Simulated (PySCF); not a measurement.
AuCl, charge +1, doublet, geometry from GFN2-xTB (such geometries of metal compounds can be far from the true shape) (the multiplicity is a formal guess) (core potentials on Au); PBE0/def2-SVP (PySCF).

The PySCF input:
```python
from pyscf import gto, scf, dft

mol = gto.M(
    atom='''
Au   -0.000000   -0.000000   -0.394690
Cl    0.000000    0.000000    1.834149
''',
    basis='def2-svp',
    ecp={'Au': 'def2-svp'},
    charge=1,
    spin=1,
    verbose=3,
)

mf = dft.UKS(mol)
mf.xc = 'pbe0'
mf.kernel()
mf.analyze()
```

Task: Write the output that PySCF gives for this input, abridged.

Result: 
```
converged SCF energy = -595.252647829007  <S^2> = 0.7544238  2S+1 = 2.0044189
**** MO energy ****
                             alpha | beta                alpha | beta
MO #1   energy= -102.007692285269  | -102.001798762774  occ= 1 | 1
MO #2   energy= -9.85467965840036  | -9.84901538591527  occ= 1 | 1
MO #3   energy= -7.60174356450565  | -7.58586987289941  occ= 1 | 1
MO #4   energy= -7.58957774344282  | -7.58230364935233  occ= 1 | 1
MO #5   energy= -7.58180713147648  | -7.5784921212628   occ= 1 | 1
MO #6   energy= -4.49783733693621  | -4.489201688968    occ= 1 | 1
MO #7   energy= -2.68534595654666  | -2.67073622571102  occ= 1 | 1
MO #8   energy= -2.66830989870021  | -2.65410957437485  occ= 1 | 1
MO #9   energy= -2.65295609976791  | -2.64978117875165  occ= 1 | 1
MO #10  energy= -1.14171176206239  | -1.09757008204994  occ= 1 | 1
MO #11  energy= -0.725738227154695 | -0.713257832297051 occ= 1 | 1
MO #12  energy= -0.698644190333055 | -0.661203703285408 occ= 1 | 1
MO #13  energy= -0.668460215810634 | -0.637631356205992 occ= 1 | 1
MO #14  energy= -0.618613692424352 | -0.614141366307908 occ= 1 | 1
MO #15  energy= -0.618140894029671 | -0.613809639355239 occ= 1 | 1
MO #16  energy= -0.616779044178035 | -0.574875832022734 occ= 1 | 1
MO #17  energy= -0.584053346789075 | -0.572873056144669 occ= 1 | 1
MO #18  energy= -0.580233959750395 | -0.477770756333794 occ= 1 | 0
MO #19  energy= -0.374954145537476 | -0.368051753922806 occ= 0 | 0
MO #20  energy= -0.185068358791551 | -0.18046975526192  occ= 0 | 0
MO #21  energy= -0.179232219301478 | -0.179905081225856 occ= 0 | 0
MO #22  energy= -0.130262030796157 | -0.126195872758673 occ= 0 | 0
MO #23  energy= -0.0603436784426493 | -0.0577100871362317 occ= 0 | 0
MO #24  energy= 0.185989206262109  | 0.202841191813806  occ= 0 | 0
MO #25  energy= 0.200936297771093  | 0.204769898530285  occ= 0 | 0
MO #26  energy= 0.216195799915381  | 0.218333027448231  occ= 0 | 0

WARN: System has nonzero charge 1; the dipole moment is origin-dependent.
Location of origin: [0. 0. 0.]

Dipole moment(X, Y, Z, Debye):  0.00000,  0.00000, -0.05721
```
